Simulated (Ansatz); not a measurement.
Mulliken charges of BrClSi, SMILES `Cl[Si]Br` from B3LYP/def2-TZVPP in Ansatz (PBE0-D4/def2-TZVP geometry).

| atom | x (Å) | y (Å) | z (Å) | charge (e) |
| --- | --- | --- | --- | --- |
| Cl1 | 0.717 | 1.421 | 0.538 | -0.205 |
| Si2 | -0.768 | 0.302 | -0.384 | 0.402 |
| Br3 | 0.039 | -1.788 | -0.168 | -0.197 |

Q: By hand: the dipole of these point charges (1 e Å = 4.8032 D).

A: Σ q r = (-0.463, 0.182, -0.232) e Å, of length 0.549 e Å = 2.64 D.

Q: How does the dipole of the full density compare? (An estimate is asked.)

A: Ansatz gave: (-0.165, 0.088, -0.080) e Å, 0.98 D; the point charges give 2.69 times that, at 6° from its direction.

Point charges leave out the atoms' own dipoles, such as those of lone pairs, and Mulliken's split depends on the basis, so the two needn't agree.

B3LYP here is the variant with VWN-RPA as its local correlation; programs differ in this.
